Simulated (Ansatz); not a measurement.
Consider the ligand exchange at the Si–Se bond: `CO[Si](F)(Cl)[SeH]` + H₂S → `CO[Si](F)(S)Cl` + H₂Se.

Isolated molecules relaxed with PBE0-D4/def2-TZVP in Ansatz; ΔE leaves out vibrations. CCSD(T)/CBS adds triple-zeta CCSD(T) − MP2 to the extrapolated MP2 energy (def2 sets, frozen cores). This one scheme is used for every species. Functionals use def2-TZVPP. For Se outer-core shells are correlated without core-valence functions, which leaves a few kJ/mol of doubt a bond. Scalar relativity is left out up to krypton. Each species was taken in one conformer, which may not be the lowest.

```tsv
level	ΔE (eV)
r2SCAN	-0.05
HF/CBS(def2)	-0.05
```

Task: What does CCSD(T)/CBS give? (An estimate is asked.)

Result: The calculation gave: -0.01 eV. The listed levels differ from it by -0.04, -0.04 eV.

Largest T1 diagnostic among the species: 0.011.
